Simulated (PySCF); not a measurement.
Two species compared at the same levels of theory.

First species: BiH2(OEt), C2H7BiO.
SMILES: `CC[O][BiH2]`

Second species: C4HN3.
Bonds: N1–C2 (triple), C2–C3, C3–C4, C4–N5 (triple), C3–C6, C6–N7 (triple). Hydrogens: H8 on C3.

Levels: CAM-B3LYP/def2-SVPD for HOMO energy, LUMO energy, HOMO–LUMO gap and static isotropic polarisability; TDDFT CAM-B3LYP/def2-SVPD for lowest singlet excitation; TDA CAM-B3LYP/def2-SVPD for lowest triplet excitation (Tamm–Dancoff); ΔSCF CAM-B3LYP/def2-SVPD for vertical ionisation energy. Geometries: PBE0-D3(BJ)/def2-SVP. Each species is one conformer at its optimised geometry, gas phase (atoms past krypton carry core potentials, spin–orbit coupling is left out). Electronic properties by PySCF.

| property | column X | column Y |
| --- | --- | --- |
| HOMO energy | -8.62 eV | -12.29 eV |
| LUMO energy | -0.38 eV | -0.26 eV |
| HOMO–LUMO gap | 8.24 eV | 12.03 eV |
| lowest singlet excitation | 4.67 eV | 7.46 eV |
| lowest triplet excitation (Tamm–Dancoff) | 4.10 eV | 6.15 eV |
| static isotropic polarisability | 80.2 au | 54.7 au |
| vertical ionisation energy | 9.25 eV | 13.30 eV |

**Question.** Which column belongs to which species?

**Answer.** Column X is the first species and column Y the second. The first has 11 atoms and 110 electrons, the second 8 and 46.

**Question.** How does each property change from the first species to the second?

**Answer.** HOMO energy -3.67 eV; LUMO energy +0.12 eV; HOMO–LUMO gap +3.79 eV; lowest singlet excitation +2.79 eV; lowest triplet excitation (Tamm–Dancoff) +2.05 eV; static isotropic polarisability -25.5 au; vertical ionisation energy +4.05 eV.

On the first: The polarisability is 11.89 Å³ as a volume (1 au = 0.148185 Å³). No computed singlet falls in the visible range (750 to 380 nm, 1.65 to 3.26 eV); S1 lies 1.41 eV above its blue end. Atoms past krypton carry effective core potentials; spin–orbit coupling is left out.

On the second: The polarisability is 8.11 Å³ as a volume (1 au = 0.148185 Å³), or 1.19 au for each of the 46 electrons. S1 lies 4.57 eV below the HOMO–LUMO gap.
